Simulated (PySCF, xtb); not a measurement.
CH2I, SMILES [CH2]I (connectivity only; charge and spin as stated), charge +1, multiplicity 1.

GFN2-xTB (xtb) at its own geometry gives an orbital gap of 1.32 eV.

Coordinates come from a PBE-D3(BJ)/def2-TZVP optimisation. The multiplicity is an assumed one; other spin states were not compared. The isomer is the one that the SMILES or the coordinates give; other isomers of the formula were not compared. The def2 effective core potentials stand for the cores of I; spin–orbit coupling is left out.

Question: What does PBE/def2-TZVPD in PySCF give? (Estimate from the structure and the level; the computed values follow.)

Answer: gap 1.77 eV (levels -13.21 and -11.44 eV).
